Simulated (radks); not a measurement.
Task: These are the eigenvalues of the occupied orbitals of an atom or ion with whole-number occupations (eV). Method: Dirac Kohn-Sham, BP86, spin-unpolarised, spherical densities, point nucleus; computed with a radial shooting solver on a logarithmic mesh with Libxc functionals.

orbital  eigenvalue
1s1/2     -29000.29
2s1/2     -4376.412
2p1/2     -4087.929
2p3/2     -3857.187
3s1/2     -844.3971
3p1/2     -727.2213
3p3/2     -685.0939
3d3/2     -478.0051
3d5/2     -469.3107
4s1/2     -133.5764
4p1/2      -94.6214
4p3/2      -87.0374
4d3/2      -26.1905
4d5/2      -25.1492
5s1/2      -10.4829
5p1/2       -3.9746

Which element is it, and in what charge state? The configuration may be excited. Open shells, if any, fill j = l - 1/2 first.

Result: Z = 50, tin, charge 0: Sn in [Kr] 4d10 5s2 5p2. The list shows which subshells hold electrons but not how many an open one holds; the 1s level, -1065.7 hartree, gives Z - s = 46.2 by -(Z - s)^2/2, which with screening and relativity narrows Z to a few neighbours, and the depths of the outer levels then fix element, charge and occupations together.
